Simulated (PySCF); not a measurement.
Mapped SMILES: `[CH3:1][C@@H:2]1[CH2:3][P@:4]([CH3:5])(=[O:6])[C@@H:7]1[CH3:8]`. Each H is labelled by its parent atom. Ha(C3) is cis to C1 on the ring; Hb(C3) is trans to C1 on the ring.

[PySCF: PBE0/pcSseg-1 with gauge-including orbitals; geometry: GFN2-xTB; a single conformation; isolated molecule; non-relativistic Hamiltonian; rapidly exchanging positions averaged]

Predict the 2D correlation tables (HSQC, COSY, HMBC).

Answers



HSQC (one-bond C–H):
```tsv
δH	δC
2.43 (Hb(C3))	45.8 (C3)
2.37 (H(C7))	49.9 (C7)
2.16 (Ha(C3))	45.8 (C3)
1.69 (H(C2))	23.7 (C2)
1.35 (H(C5))	18.9 (C5)
1.29 (H(C8))	10.1 (C8)
1.07 (H(C1))	18.4 (C1)
```

COSY cross peaks (H two or three bonds apart, from the bond graph; peaks can be absent where the dihedral angle is near 90°):
```tsv
δH	δH
2.43 (Hb(C3))	2.16 (Ha(C3))
2.43 (Hb(C3))	1.69 (H(C2))
2.37 (H(C7))	1.69 (H(C2))
2.37 (H(C7))	1.29 (H(C8))
2.16 (Ha(C3))	1.69 (H(C2))
1.69 (H(C2))	1.07 (H(C1))
```

HMBC (two and three bonds, from the bond graph):
```tsv
δH	δC
2.43 (Hb(C3))	49.9 (C7), 23.7 (C2), 18.9 (C5), 18.4 (C1)
2.37 (H(C7))	45.8 (C3), 23.7 (C2), 18.9 (C5), 18.4 (C1), 10.1 (C8)
2.16 (Ha(C3))	49.9 (C7), 23.7 (C2), 18.9 (C5), 18.4 (C1)
1.69 (H(C2))	49.9 (C7), 45.8 (C3), 18.4 (C1), 10.1 (C8)
1.35 (H(C5))	49.9 (C7), 45.8 (C3)
1.29 (H(C8))	49.9 (C7), 23.7 (C2)
1.07 (H(C1))	49.9 (C7), 45.8 (C3), 23.7 (C2)
```

Scale: $^{1}$H (σref 31.72) and $^{13}$C (σref 186.93) against TMS (reference shieldings calculated alike).

Short H···H contacts in this conformer between protons four or more bonds apart (candidates for NOE cross peaks, intensity ∝ r⁻⁶): H(C1)···H(C8) 2.47 Å, H(C1)···Ha(C3) 2.51 Å, H(C2)···H(C5) 2.67 Å, Ha(C3)···H(C8) 2.68 Å.

Shifts are as computed. Against solution values, carbons near 30 ppm lie about +3 ppm off and those near 130 ppm about +5 ppm. Of 1211 compounds with measured shifts, 218 miss one by over three times the rms of a fit or turn the order of signals round; such compounds aren't used in these exercises.
